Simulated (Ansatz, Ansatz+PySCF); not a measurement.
```xyz
7

C     0.0000    0.0000   -1.1398
C     0.0000    0.0000    0.1973
C     0.0000    0.0000    1.3112
H     0.0000   -0.9454   -1.5039
H    -0.8187    0.4727   -1.5039
H     0.8187    0.4727   -1.5039
H     0.0000    0.0000    2.2994
```

Basis set: def2-SVP (spherical functions). Correlated methods keep 3 orbitals frozen. Charge 0, multiplicity 1.

Computed with Ansatz (development build ahead of 0.2.0); each method stands on the lowest determinant of its kind that the runs found. Restricted open shells among the atoms or ions are ROHF, correlated in semicanonical orbitals with singles.

The atomization energy at this shape (free ground-state atoms in the same class of orbitals less the molecule, no zero-point energy) of singlet C3H4:

```json
{"method": "RHF-CCSD(T)", "atomization energy": "635.62 kcal/mol"}
{"method": "RHF-MP2", "atomization energy": "647.21 kcal/mol"}
{"method": "UHF-MP2", "atomization energy": "646.66 kcal/mol"}
{"method": "RHF", "atomization energy": "508.65 kcal/mol"}
```

(1) What does UHF give?

## Answers

(1) 501.00 kcal/mol. Caution: the shape is not the minimum.
